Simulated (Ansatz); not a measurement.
Cartesian coordinates in Å:
```
C -1.7025 1.4125 0.3887
C -1.6393 -0.0885 0.6333
Sn 0.3254 -0.7580 1.2105
C 1.7341 -0.1293 -0.2935
C 1.3500 -0.5933 -1.6913
H -2.7059 1.7305 0.0883
H -1.4386 1.9796 1.2856
H -1.0156 1.7236 -0.4034
H -2.3386 -0.3881 1.4175
H -1.9215 -0.6432 -0.2656
H 0.3546 -2.4692 1.3438
H 0.7381 -0.0792 2.7323
H 1.7961 0.9612 -0.2469
H 2.7181 -0.5104 -0.0101
H 2.0737 -0.2579 -2.4409
H 1.2995 -1.6836 -1.7559
H 0.3722 -0.2068 -1.9924
```

Charge 0, multiplicity 1. Sn: def2 effective core potential.

**Question.** List the B3LYP/def2-TZVPP orbital energies in eV (Ansatz 0.2.0). (An estimate is asked.)

**Answer.** Ansatz gave: Occupied: -276.67, -276.67, -276.67, -276.66, -138.07, -92.92, -92.90, -92.89, -27.23, -27.21, -27.20, -27.09, -27.08, -20.66, -20.43, -16.80, -16.60, -13.23, -12.27, -12.05, -11.37, -11.20, -10.31, -10.17, -9.65, -9.57, -8.35, -7.64, -7.16. Lowest empty: 0.30, 0.35, 0.84, 1.11, 1.39, 1.79, 2.02, 2.41.

B3LYP here is the variant with VWN-RPA as its local correlation; programs differ in this.
